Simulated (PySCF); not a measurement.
Start geometry of `C#C[Si](N)(P)P` from a GFN2-xTB structure with every atom displaced at random (by about 0.01 Å) (Å):
```
atom  x, y, z in Å
C1    -0.226    2.294    1.239
C2    -0.187    1.284    0.616
Si3   -0.056   -0.349   -0.294
N4    -1.080   -0.504   -1.623
P5     2.017   -0.587   -1.204
P6    -0.587   -2.046    1.092
H7    -0.303    3.224    1.767
H8    -2.083   -0.636   -1.470
H9    -0.950    0.008   -2.452
H10    2.689   -0.451    0.020
H11    2.141    0.764   -1.467
H12   -1.629   -1.361    1.677
H13    0.261   -1.656    2.089
```

**Question.** What comes out of this run: PBE0-D3(BJ)/def2-SVP geometry optimisation, gas phase in PySCF?

**Answer.** 
```
atom  x, y, z in Å
C1    -0.219    2.176    1.406
C2    -0.144    1.172    0.717
Si3   -0.030   -0.349   -0.318
N4    -1.156   -0.398   -1.628
P5     2.046   -0.536   -1.196
P6    -0.409   -2.181    0.952
H7    -0.280    3.060    2.015
H8    -2.147   -0.451   -1.416
H9    -0.999    0.196   -2.435
H10    2.662   -0.208    0.052
H11    2.064    0.824   -1.642
H12   -1.672   -1.686    1.408
H13    0.288   -1.637    2.075
```

The energy falls by 0.274 eV over 11 energy and gradient evaluations, the largest force component goes from 0.0687 to 3.0e-04 Eh/bohr, and the atoms move by 0.148 Å rms after alignment. The bond that changes most is P6–H13 (three-coordinate phosphorus to P–H hydrogen), which lengthens by 0.064 Å. Bonds longer at the end by more than 0.005 Å: 8 of 12; shorter: 3. Among the angles that change most is P5–Si3–P6, from 112.4° to 107.7°. Among the dihedrals that turn most is N4–Si3–P6–H12, from -84° to -69°. Rotational constants go from 1598, 1512, 1087 to 1549, 1534, 1111 MHz. The orientation of the end geometry is arbitrary; only internal coordinates are fixed.

The run used 131 basis functions and 75 SCF cycles in all.

Not checked by PBE0-D3(BJ)/def2-SVP frequencies. One conformer, not necessarily the lowest.
